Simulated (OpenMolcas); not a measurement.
**P V: effect of the IPEA shift**

```
Program             : OpenMolcas
Basis               : ANO-RCC-VTZP [5s4p2d1f]
Scalar Hamiltonian  : DKH2, point nucleus
Active space        : 1 electron in 4 orbitals (3s 3p)
State averaging     : 2S+1 = 2 even, 1 root; 2S+1 = 2 odd, 3 roots
Spin-orbit coupling : RASSI with atomic mean-field integrals over the reference wave functions, term energies averaged over their components
```

Methods on the same reference wave functions:
A. CASSCF
B. SS-CASPT2, IPEA 0 Eh, imaginary shift 0.1 Eh (closed shells correlated: 2s 2p)
C. SS-CASPT2, IPEA 0.25 Eh, imaginary shift 0.1 Eh (closed shells correlated: 2s 2p)

Energies in cm-1 above 3s 2S 1/2, the measured ground level; measured values from Martin, Zalubas and Musgrove, J. Phys. Chem. Ref. Data 14, 751 (1985).

| Level | A | B | C | Measured |
| --- | --- | --- | --- | --- |
| 3s 2S 1/2 | 0.0 | 0.0 | 0.0 | 0.0 |
| 3p 2P* 1/2 | 88220 | 88538 | 88536 | 88652 |
| 3p 2P* 3/2 | 88880 | 89199 | 89196 | 89447 |

Deviations, from unrounded energies. A percentage is the sum of absolute deviations over the sum of measured energies, with the sign that they share, or ± where signs differ.

```tsv
Against measurement	Levels	A	B	C
mean absolute deviation (cm-1)	2	500	180	180
other configurations (%)	2	-0.6	-0.2	-0.2
```

B, C lie about equally close to measurement and A furthest from it. The largest miss of B in the table is 3p 2P* 3/2, by -250 cm-1. The ranking rests on the paired levels alone, and a cruder setting can come out closer through cancelling errors.

Between B and C no level of the table moves by more than 5 cm-1.

The lowest spin-free term lies below A's lowest term by 0.015 hartree in B, 0.015 hartree in C.

With one active electron the reference holds no correlation, so core polarisation is missing (holds for A). With one active electron, CASPT2 adds the correlation within the correlated inactive shells and between them and that electron, and leaves the splitting within a term as the reference gives it (holds for B; C). Measured partners are found by configuration, term and J. A level has none where our copy of the source lacks it or the pairing is in doubt (some pairs that miss far off the trend of their configuration count as doubtful), and it then counts in no deviation. Levels of configurations outside the active space are missing.

* marks odd parity.
